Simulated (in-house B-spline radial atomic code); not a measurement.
Removing one electron from the lutetium ion Lu⁵³⁺

Closed shell [Ne] 3s2 3p6. Computed with an all-electron radial atomic-structure program (B-spline basis): Koopmans values of Dirac-Hartree-Fock plus a diagonal self-energy, in second order or with its direct term screened (direct RPA, with the hole-particle interaction, or full time-dependent Hartree-Fock), linearised in energy; no-pair Dirac-Coulomb Hamiltonian, finite nucleus. Shifts add to the Koopmans value (the ΔSCF shift is orbital relaxation alone); the final value takes TDHF screening with Breit and QED.

Command:
```bash
python run_mb.py task.json out
```
Settings (nuclear radius in fm, box in bohr, cutoff in hartree):
```
basis_form          2
Z                   71
core_configuration  [Ne] 3s2 3p6
rms_radius          5.37
mass_number         175
speed_of_light      137.036
box_radius          2.435
lmax                7
intervals           56
virtual_cutoff      20164.0
```

Cost of the run: 6.2 s on 1 thread of Intel(R) Xeon(R) Platinum 8488C, on a shared host.

Energies in eV:

```tsv
subshell	Koopmans	ΔSCF shift	second order	direct RPA	hole-particle	TDHF	Breit + QED	final
3p3/2	5174.39	-1.061	?	?	?	?	?	?
```

Task: What does the self-energy do to 3p3/2?

Result: It shifts the removal energy by 1.720 eV in second order, 1.324 with direct RPA, 1.453 with the hole-particle term and 1.548 with TDHF screening (quasi-particle weight 0.994); Breit and QED add -5.546 eV. The final value is 5170.39 eV, against 5168 ± 5 eV (NIST, tabulated theory).
